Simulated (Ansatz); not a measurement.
Frontier orbitals of Ge₂H₆Si, SMILES `[SiH2]1[GeH2][GeH2]1`.

Charge 0, multiplicity 1. Correlated methods include outer-core shells of Ge, which these sets cover unevenly. Scalar relativity is left out up to krypton. Geometry: relaxed with PBE0-D4/def2-TZVP. Basis def2-TZVPP, the Gaussian-basis code of Ansatz.

```csv
functional,HOMO (eV),LUMO (eV)
r2SCAN,-5.98,-1.31
```

Problem. Give HOMO and LUMO (eV) with LDA (SPW92), PBE, revPBE, BLYP, B97M-V, PBE0, B3LYP, r2SCANh, r2SCAN0, HSE06 (plane-wave form), BHLYP, CAM-B3LYP, LC-ωPBE, ωB97X-V, ωB97M-V, HF. (Estimate.)

Solution. Ansatz gave: 
| functional | HOMO | LUMO |
| --- | --- | --- |
| LDA (SPW92) | -5.87 | -1.59 |
| PBE | -5.75 | -1.47 |
| revPBE | -5.70 | -1.40 |
| BLYP | -5.58 | -1.25 |
| B97M-V | -6.00 | -1.42 |
| PBE0 | -6.68 | -0.67 |
| B3LYP | -6.48 | -0.78 |
| r2SCANh | -6.31 | -1.02 |
| r2SCAN0 | -6.83 | -0.60 |
| HSE06 (plane-wave form) | -6.30 | -1.05 |
| BHLYP | -7.46 | 0.32 |
| CAM-B3LYP | -7.81 | 0.51 |
| LC-ωPBE | -9.04 | 1.51 |
| ωB97X-V | -8.75 | 1.41 |
| ωB97M-V | -8.59 | 1.20 |
| HF | -8.69 | 2.59 |

B3LYP here is the variant with VWN-RPA as its local correlation; programs differ in this. LC-ωPBE has ω = 0.4 bohr⁻¹. Positive LUMOs are unbound and depend on the basis.
